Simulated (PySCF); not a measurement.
Species: C2H9Ge2NO.
Atom-mapped SMILES: `[NH2:1][C:2](=[O:3])[CH:4]([GeH3:5])[GeH3:6]` (hydrogens: H7, H8 on N1; H9 on C4; H10, H11, H12 on Ge5; H13, H14, H15 on Ge6)

Computed, not measured: PySCF 2.14.0, PBE0-D3(BJ)/def2-SVP geometry optimisation, gas phase.

(1) What internal coordinates does the optimisation give?

## Answers

(1) 
```json
{"bond": "N1–C2", "length (pm)": "136.0", "order": "single"}
{"bond": "C2=O3", "length (pm)": "121.8", "order": "double"}
{"bond": "C2–C4", "length (pm)": "150.7", "order": "single"}
{"bond": "C4–Ge5", "length (pm)": "197.2", "order": "single"}
{"bond": "C4–Ge6", "length (pm)": "198.3", "order": "single"}
{"bond": "N1–H7, N1–H8", "length (pm)": "101.0", "order": "single"}
{"bond": "C4–H9", "length (pm)": "110.1", "order": "single"}
{"bond": "Ge5–H10", "length (pm)": "154.5", "order": "single"}
{"bond": "Ge5–H11 and 4 like bonds", "length (pm)": "153.8", "order": "single"}
```

Bonds in one row agree within 1 pm and their mean is given. Orders are formal, as drawn. A selection of angles:
```json
{"angle": "C2–N1–H7", "degrees": "118.1"}
{"angle": "C2–N1–H8", "degrees": "122.6"}
{"angle": "H7–N1–H8", "degrees": "119.2"}
{"angle": "N1–C2–O3", "degrees": "122.1"}
{"angle": "N1–C2–C4", "degrees": "115.9"}
{"angle": "O3–C2–C4", "degrees": "122.1"}
{"angle": "C2–C4–Ge5", "degrees": "108.7"}
{"angle": "C2–C4–H9", "degrees": "111.6"}
{"angle": "Ge5–C4–Ge6", "degrees": "110.6"}
{"angle": "Ge5–C4–H9", "degrees": "109.3"}
{"angle": "Ge6–C4–H9", "degrees": "106.6"}
{"angle": "C4–Ge5–H10", "degrees": "107.0"}
{"angle": "C4–Ge5–H11", "degrees": "109.9"}
{"angle": "C4–Ge5–H12", "degrees": "110.6"}
{"angle": "H10–Ge5–H11", "degrees": "109.3"}
{"angle": "H11–Ge5–H12", "degrees": "111.2"}
```

Dihedral angles: N1–C2–C4–Ge5 152° (antiperiplanar). The mirror-image conformer, all signs reversed, is as good.

Ge5 (germanium bonded to C and 3 H) is tetrahedral (angles from 107.0° to 111.2°). N1 (amide nitrogen) is planar (angles 122.6°, 119.2° and 118.1°, sum 359.9°, 0.02 Å off the plane of its three neighbours). Of the pairs four or more bonds apart, H8···H9 is among the closest relative to their van der Waals radii: 2.38 Å, 99 % of the sum of Bondi's values.

Point group: C1 (no symmetry element, even within 0.4 Å). No PBE0-D3(BJ)/def2-SVP frequencies stand behind this structure, so it isn't proved a minimum. The numbers are those of one conformer.

The run took 3.1 min on one thread, Arm Neoverse V2 (aarch64), shared host, and the process peaked at 0.75 GiB of memory. These figures are those of the optimisation.
